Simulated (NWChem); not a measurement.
Species: C2H6ClFSi; SMILES C[Si](C)(F)Cl

```xyz
11

C     -0.7197    -1.0002     1.5743
Si     0.0434    -0.3518     0.0000
C     -0.7197    -1.0002    -1.5743
F      1.6198    -0.7162     0.0000
Cl    -0.0870     1.7274     0.0000
H     -0.2225    -0.5752     2.4525
H     -1.7841    -0.7462     1.6292
H     -0.6264    -2.0917     1.6250
H     -0.2225    -0.5752    -2.4525
H     -1.7841    -0.7462    -1.6292
H     -0.6264    -2.0917    -1.6250
```
Atoms are numbered in this order, from 1.

Computed with NWChem. All runs use the structure optimised with B3LYP/6-31G* (spherical d). GIAO values for the isolated, static molecule; σ is the absolute isotropic shielding, δ = σ(reference) − σ with the isolated reference molecule computed at the same levels (13C: tetramethylsilane, 19F: trichlorofluoromethane, 1H: tetramethylsilane, 29Si: tetramethylsilane).

Predict the results for PBE/pcSseg-1. Quantities: δ C1 (ppm); δ Si2 (ppm); δ F4 (ppm); σ Cl5 (ppm); δ H6 (rotor mean) (ppm).

The δ C1 (ppm) is 3.6 and the δ Si2 (ppm) is 40.8. The δ F4 (ppm) is -170.2. The σ Cl5 (ppm) comes out as 846.1. The δ H6 (rotor mean) (ppm) is 0.42.
